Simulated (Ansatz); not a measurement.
Geometry optimisation, RKS PBE-D4/def2-SVP in Ansatz 0.2.0.

The input (input.yaml):

```yaml
crystal:
  periodic: [false, false, false]
  atoms:
    - { symbol: B, position_ang: [-1.5733, 0.751, 1.0277] }
    - { symbol: Si, position_ang: [-0.0011, 0.097, 1.815] }
    - { symbol: C, position_ang: [0.68241, 1.36664, 2.98722] }
    - { symbol: Se, position_ang: [1.38358, 2.90612, 2.09731] }
    - { symbol: Si, position_ang: [-0.45648, 4.2248, 2.56005] }
    - { symbol: H, position_ang: [-2.6407, 0.2292, 1.1454] }
    - { symbol: H, position_ang: [-1.5577, 1.7894, 0.3793] }
    - { symbol: H, position_ang: [0.99168, -0.1919, 0.80915] }
    - { symbol: H, position_ang: [-0.29978, -1.19041, 2.55334] }
    - { symbol: H, position_ang: [1.5717, 0.86448, 3.52974] }
    - { symbol: H, position_ang: [-0.05952, 1.60267, 3.75509] }
    - { symbol: H, position_ang: [-1.67297, 3.6081, 1.99743] }
    - { symbol: H, position_ang: [-0.64885, 4.29248, 3.99644] }
    - { symbol: H, position_ang: [-0.28389, 5.54063, 1.99679] }
basis:
  gaussian: { orbitals: def2-SVP }
hamiltonian:
  xc: pbe
  dispersion: d4
relax:
  f_tol: 0.015
  max_steps: 40
```

Launched with:

```bash
$ ansatz run input.yaml --threads 2 --pin off --max-ram 3072MiB --backend cpu --events-out ev --progress --plain --runs-dir out
```

Problem. Where does it end, and by what steps?

Solution. The run ended unconverged. After 39 steps the energy has fallen by 1.534 eV; H9 moved furthest, 2.11 Å. Parted: Si5–H12 (1.48 → 1.88 Å). Joined: B1–Si5 (3.96 → 2.09 Å), B1–H12 (3.02 → 1.25 Å).

```json
{"step": "0", "energy less start (eV)": "0.0000", "largest force component (eV/Å)": "1.564", "accepted": "yes"}
{"step": "2", "energy less start (eV)": "-0.4487", "largest force component (eV/Å)": "0.200", "accepted": "yes"}
{"step": "4", "energy less start (eV)": "-0.4602", "largest force component (eV/Å)": "0.074", "accepted": "yes"}
{"step": "6", "energy less start (eV)": "-0.4690", "largest force component (eV/Å)": "0.063", "accepted": "yes"}
{"step": "8", "energy less start (eV)": "-0.5165", "largest force component (eV/Å)": "0.319", "accepted": "yes"}
{"step": "10", "energy less start (eV)": "-0.7108", "largest force component (eV/Å)": "0.383", "accepted": "yes"}
{"step": "12", "energy less start (eV)": "-0.9886", "largest force component (eV/Å)": "0.535", "accepted": "yes"}
{"step": "14", "energy less start (eV)": "-1.1611", "largest force component (eV/Å)": "0.531", "accepted": "yes"}
{"step": "16", "energy less start (eV)": "-1.2839", "largest force component (eV/Å)": "0.384", "accepted": "yes"}
{"step": "18", "energy less start (eV)": "-1.3037", "largest force component (eV/Å)": "0.132", "accepted": "yes"}
{"step": "20", "energy less start (eV)": "-1.3057", "largest force component (eV/Å)": "0.125", "accepted": "no"}
{"step": "22", "energy less start (eV)": "-1.3104", "largest force component (eV/Å)": "0.062", "accepted": "yes"}
{"step": "24", "energy less start (eV)": "-1.3167", "largest force component (eV/Å)": "0.147", "accepted": "yes"}
{"step": "26", "energy less start (eV)": "-1.3471", "largest force component (eV/Å)": "0.909", "accepted": "yes"}
{"step": "28", "energy less start (eV)": "-1.4269", "largest force component (eV/Å)": "0.384", "accepted": "yes"}
{"step": "30", "energy less start (eV)": "-1.4568", "largest force component (eV/Å)": "0.194", "accepted": "yes"}
{"step": "32", "energy less start (eV)": "-1.4692", "largest force component (eV/Å)": "0.193", "accepted": "yes"}
{"step": "34", "energy less start (eV)": "-1.4907", "largest force component (eV/Å)": "0.176", "accepted": "yes"}
{"step": "36", "energy less start (eV)": "-1.5114", "largest force component (eV/Å)": "0.348", "accepted": "yes"}
{"step": "38", "energy less start (eV)": "-1.5314", "largest force component (eV/Å)": "0.069", "accepted": "yes"}
{"step": "39", "energy less start (eV)": "-1.5337", "largest force component (eV/Å)": "0.023", "accepted": "yes"}
```

```xyz
14
Properties=species:S:1:pos:R:3
B -1.210 1.904 1.028
Si -0.296 0.640 2.358
C 1.431 1.270 2.855
Se 1.311 3.213 3.190
Si -0.881 3.377 2.476
H -2.085 1.035 1.043
H -0.529 1.992 0.023
H -0.194 -0.686 1.649
H -1.107 0.446 3.612
H 2.185 1.104 2.062
H 1.764 0.766 3.786
H -2.023 2.854 1.078
H -1.915 3.199 3.555
H -1.016 4.776 1.937
```

Time of the run: 110 s on 2 threads of AMD EPYC 7R13 Processor (Zen 3), on a shared host, peak memory 0.23 GiB.
